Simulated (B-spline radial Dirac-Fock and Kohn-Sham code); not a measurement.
Auger parameter of gadolinium: the L3 level and its strongest L3-MM line

Method: Dirac-Fock ΔSCF + Breit + QED. Computed with a radial atomic solver. The modified Auger parameter α′ is the binding energy plus the kinetic energy of the Auger electron; it does not depend on the energy zero. For free ions it tends to fall with charge, since less charge screens the final holes.

```tsv
species	configuration	binding 2p3/2 (eV)	Auger line	kinetic (eV)	α′ (eV)
Gd	[Xe] 4f7 5d1 6s2	7254.6	M3M3 J=2	4088.0	11342.6
Gd	[Xe] 4f6 5d2 6s2	7263.7	M3M3 J=2	4074.7	11338.4
Gd	[Xe] 4f9 5d1	7236.5	M3M3 J=2	4117.1	11353.6
Gd	[Xe] 4f5 5d3 6s2	7273.4	M3M3 J=2	4060.5	11333.9
Gd⁺	[Xe] 4f7 5d1 6s1	7261.6	M3M3 J=2	4079.7	11341.3
Gd⁺ (Watson 1.8 Å)	[Xe] 4f7 5d1 6s1	7254.5	M3M3 J=2	4087.3	11341.8
Gd²⁺	[Xe] 4f7 5d1	7269.6	M3M3 J=2	4070.6	11340.2
Gd²⁺ (Watson 1.8 Å)	[Xe] 4f7 5d1	7254.1	M3M3 J=2	4086.5	11340.6
Gd³⁺	[Xe] 4f7	7282.0	M3M3 J=2	4056.9	11338.8
Gd³⁺	[Xe] 4f5 6s2	7310.0	M3M3 J=2	4019.6	11329.6
Gd³⁺ (Watson 2.4 Å)	[Xe] 4f7	7264.0	M3M3 J=2	4074.9	11338.8
Gd⁴⁺	[Xe] 4f6	7305.5	M3M3 J=2	4028.0	11333.5
Gd⁵⁺	[Kr] 4d10 4f6 5s2 5p5	7323.4	M3M3 J=2	4009.8	11333.1
Gd⁶⁺	[Kr] 4d10 4f6 5s2 5p4	7342.1	M3M3 J=2	3990.8	11332.9
Gd⁷⁺	[Kr] 4d10 4f6 5s2 5p3	7361.6	M3M3 J=2	3971.5	11333.2
```
